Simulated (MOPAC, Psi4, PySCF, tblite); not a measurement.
Interaction energy of Cl2 ··· Cl2 (SMILES ClCl and ClCl), singlet. Monomers: optimised at B3LYP-D3(BJ) (def2-TZVP), held rigid. Orientation: lowest of the rigid-body minima from ten starts at GFN2-xTB (searched outside a hard wall at short contacts). Only R, the distance of the centres of mass, is varied, so the lowest point isn't the relaxed dimer. The shortest distances reach bonding range, where SAPT0 and rigid monomers are unreliable.

Levels: GFN2-xTB (tblite); AM1, restricted, heats of formation (MOPAC); RKS-B3LYP/6-31G* = restricted B3LYP/6-31G*, spherical d, no counterpoise correction in PySCF; wB97M-V/def2-TZVP, counterpoise-corrected (Psi4).

Interaction energies in kJ/mol; the last columns give the difference from wB97M-V:

| R / Å | GFN2-xTB | AM1 | RKS-B3LYP/6-31G* | wB97M-V/def2-TZVP | GFN2-xTB − wB97M-V/def2-TZVP | AM1 − wB97M-V/def2-TZVP | RKS-B3LYP/6-31G* − wB97M-V/def2-TZVP |
|---|---|---|---|---|---|---|---|
| 3.74 | — | 40.38 | 68.58 | 62.65 | — | -22.27 | 5.93 |
| 3.94 | — | 20.14 | 31.64 | 27.51 | — | -7.37 | 4.14 |
| 4.13 | -8.70 | 6.16 | 13.52 | 10.06 | -18.76 | -3.91 | 3.45 |
| 4.34 | — | -0.24 | 4.00 | 0.98 | — | -1.22 | 3.02 |
| 4.56 | -5.17 | -1.21 | 0.08 | -2.62 | -2.55 | 1.41 | 2.70 |
| 4.83 | -3.81 | -0.69 | -1.08 | -3.46 | -0.35 | 2.77 | 2.38 |
| 5.16 | -2.78 | -0.33 | -0.81 | -2.80 | 0.02 | 2.47 | 1.99 |
| 5.62 | -1.88 | -0.19 | -0.25 | -1.63 | -0.25 | 1.44 | 1.39 |
| 6.33 | -0.99 | -0.09 | 0.03 | -0.64 | -0.35 | 0.56 | 0.67 |
| 7.36 | -0.38 | -0.02 | 0.02 | -0.18 | -0.20 | 0.16 | 0.20 |
| 8.66 | -0.13 | 0.00 | 0.01 | -0.05 | -0.08 | 0.05 | 0.06 |

GFN2-xTB is furthest from wB97M-V/def2-TZVP at 4.13 (-18.76 kJ/mol, below); its mean absolute difference over the points is 2.82 kJ/mol.

AM1 is furthest from wB97M-V/def2-TZVP at 3.74 (-22.27 kJ/mol, below); its mean absolute difference over the points is 3.96 kJ/mol.

RKS-B3LYP/6-31G* is furthest from wB97M-V/def2-TZVP at 3.74 (5.93 kJ/mol, above); its mean absolute difference over the points is 2.36 kJ/mol.

Dashes: no converged value, or the column stops at the first point that the program doubted or that broke a chosen test of continuity, which isn't proof of a fault.
